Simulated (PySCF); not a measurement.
Job file and geometry (Å, from GFN2-xTB) of an NMR shielding run on `InChI=1S/C6H10NOPS/c1-7(2)6-8-4-5(9-6)10-3/h4H,1-3H3`, GIAO PBE0/pcSseg-1 NMR shielding, non-relativistic, gas phase in PySCF 2.14.0, density-fitted response routines; density fitting, a coarse starting grid and PySCF grid level 2 are the driver's defaults:

```
{"job": {"kind": "nmr", "xc": "PBE0", "basis": "pcSseg-1"}, "charge": 0, "multiplicity": 1}
C      3.925023    -0.925131    -0.153980
S      3.494628     0.809888    -0.467535
C      1.753312     0.728214    -0.272806
C      0.953421     1.814788    -0.391069
O     -0.369764     1.580332    -0.219569
C     -0.601915     0.287000     0.030098
N     -1.900736    -0.106614     0.135545
C     -2.146846    -1.434122     0.636451
C     -2.934524     0.876508     0.357011
P      0.796602    -0.740271     0.098369
H      5.002159    -1.004990    -0.259019
H      3.422957    -1.554504    -0.884441
H      3.619924    -1.194102     0.854134
H      1.224808     2.832843    -0.594857
H     -3.183770    -1.700412     0.438778
H     -1.954373    -1.509997     1.713176
H     -1.491440    -2.136123     0.119037
H     -3.073663     1.085505     1.424025
H     -3.872470     0.501985    -0.053709
H     -2.668482     1.799881    -0.151460
```

Q: What does the program print?

A: 
```
coarse grid: 18112 points
cycle   1  E = -1103.2598630177  dE =  1.677e+00  |g| = 4.614e-01  |ddm| = 4.321e+00
cycle   2  E = -1103.2256509818  dE =  3.421e-02  |g| = 6.348e-01  |ddm| = 8.788e-01
cycle   3  E = -1103.3045112276  dE = -7.886e-02  |g| = 1.248e-01  |ddm| = 5.503e-01
cycle   4  E = -1103.3077448857  dE = -3.234e-03  |g| = 5.168e-02  |ddm| = 1.711e-01
cycle   5  E = -1103.3083640179  dE = -6.191e-04  |g| = 1.505e-02  |ddm| = 5.934e-02
cycle   6  E = -1103.3084090946  dE = -4.508e-05  |g| = 5.173e-03  |ddm| = 1.749e-02
cycle   7  E = -1103.3084137952  dE = -4.701e-06  |g| = 2.352e-03  |ddm| = 6.486e-03
final grid: 166840 points
cycle   8  E = -1103.3788350087  dE = -2.945e-05  |g| = 1.522e-02  |ddm| = 3.692e-02
cycle   9  E = -1103.3787574140  dE =  7.759e-05  |g| = 2.490e-02  |ddm| = 2.830e-02
cycle  10  E = -1103.3788812146  dE = -1.238e-04  |g| = 3.038e-03  |ddm| = 1.837e-02
cycle  11  E = -1103.3788833656  dE = -2.151e-06  |g| = 3.770e-04  |ddm| = 3.058e-03
cycle  12  E = -1103.3788833936  dE = -2.806e-08  |g| = 2.416e-04  |ddm| = 7.647e-04
cycle  13  E = -1103.3788834079  dE = -1.423e-08  |g| = 5.664e-05  |ddm| = 2.801e-04
cycle  14  E = -1103.3788834086  dE = -6.903e-10  |g| = 2.366e-05  |ddm| = 8.121e-05
converged SCF energy = -1103.3788834086

GIAO shielding tensors (ppm)
atom      isotropic    diamagn.    paramagn.     s11        s22        s33       span
  0 C      164.500     252.014     -87.514    148.112    163.912    181.475     33.363
  1 S      522.039    1054.859    -532.820    362.524    459.297    744.297    381.773
  2 C       38.316     271.320    -233.004    -43.359     33.632    124.676    168.035
  3 C       52.987     250.228    -197.240    -25.645     88.697     95.909    121.554
  4 O       34.628     400.513    -365.886   -115.044     23.264    195.663    310.708
  5 C      -15.764     261.321    -277.085   -138.596     18.079     73.226    211.822
  6 N      170.235     332.233    -161.998     87.157    184.025    239.521    152.364
  7 C      145.499     247.793    -102.295    121.496    131.146    183.854     62.357
  8 C      149.487     244.321     -94.833    126.416    136.621    185.425     59.009
  9 P      318.312     972.564    -654.251    185.794    298.397    470.746    284.951
 10 H       29.584      26.957       2.626     24.318     26.490     37.942     13.624
 11 H       28.985      31.171      -2.186     24.136     27.668     35.150     11.014
 12 H       28.984      31.056      -2.072     24.228     27.496     35.229     11.001
 13 H       24.584      31.564      -6.980     20.243     25.290     28.220      7.977
 14 H       28.960      29.617      -0.657     24.043     27.425     35.412     11.369
 15 H       29.007      30.438      -1.431     25.864     26.205     34.953      9.089
 16 H       28.431      31.122      -2.691     22.967     28.782     33.546     10.579
 17 H       29.091      28.727       0.364     25.117     26.077     36.079     10.962
 18 H       29.146      28.411       0.735     24.465     27.038     35.937     11.472
 19 H       27.610      30.004      -2.394     21.420     28.279     33.132     11.711
```

Q: Turn these shieldings into chemical shifts. δ = σ(ref) − σ, references computed at the same level: TMS for ¹³C (186.93 ppm) and ¹H (31.72 ppm); ³³S (503.73 ppm) against CS2; H2O for ¹⁷O (336.08 ppm); NH3 for ¹⁵N (267.73 ppm); ³¹P (318.38 ppm) vs H3PO4.

A: Averaging equivalent atoms: C 5: 202.7; C 2: 148.6; C 3: 133.9; C 7/8: 39.4; C 0: 22.4; S 1: -18; O 4: 301.5; N 6: 97.5; P 9: 0.1; H 13: 7.13; H 14/15/16/17/18/19: 3.01; H 10/11/12: 2.53 ppm. Unscaled 17O shifts of doubly bonded oxygen tend to come out too high, by tens of ppm or more. Experimental scales use liquid or dissolved standards, which lie at an offset from isolated NH3 (liquid NH3: subtract about 20 ppm) and H2O (liquid H2O: subtract about 36 ppm) and H3PO4.

Size and cost of the density-fitted run: 234 basis functions, about 2.3 core-minutes.
